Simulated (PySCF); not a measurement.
## Computed properties of anisole (C7H8O), SMILES c1ccc(cc1)OC

C7H8O, SMILES COc1ccccc1. Geometry optimised at r2SCAN-D4/def2-SVP. Other conformers were not sampled. All values are computed for the isolated molecule unless a solvent is named; none is compared with measurement here.

**Structure.** The optimised structure has Cs symmetry. All 42 harmonic modes at r2SCAN-D4/def2-SVP (PySCF) are real, so it is a minimum. With heavy atoms numbered as in [CH3:1][O:2][c:3]1[cH:4][cH:5][cH:6][cH:7][cH:8]1, the shortest bond between them is O2–C3 at 1.357 Å and the longest C1–O2 at 1.409 Å.

**Vibrations.** The strongest infrared lines (harmonic, unscaled, degenerate partners summed) lie at 1300 cm⁻¹ (237 km/mol, C 54 %, O 27 %, H 19 %), 1531 cm⁻¹ (105 km/mol, C 62 %, H 34 %), 1665 cm⁻¹ (82 km/mol, C 91 %, H 8 %). The softest mode is at 101 cm⁻¹ and the zero-point energy is 83.4 kcal/mol.

**Electronic structure.** ωB97X/def2-TZVP (PySCF) places the frontier levels at -8.53 and 1.80 eV, a gap of 10.33 eV, and gives a dipole moment of 1.29 D. PBE/def2-TZVP (PySCF) at the same geometry gives -5.35 and -1.12 eV, so its gap is 6.10 eV narrower. An orbital gap is neither the optical nor the fundamental gap.

**Excitations.** TDA-M06-2X/def2-SVPD (PySCF) has S1 at 5.34 eV (232 nm, f = 0.032, weak); the most intense of the 6 singlets computed lies at 6.28 eV (f = 0.10). T1 (TDA) is at 4.34 eV, 1.00 eV under S1. TDA-PBE/def2-SVPD (PySCF) puts S1 at 4.80 eV. No vertical singlet excitation falls in the visible range (under 3.1 eV).

**NMR.** GIAO shifts at KT2/pcSseg-1 (PySCF) (non-relativistic, atoms alike by connectivity averaged): ¹³C from 56.8 to 158.6 ppm against TMS; ¹H from 4.0 to 7.4 ppm against TMS.
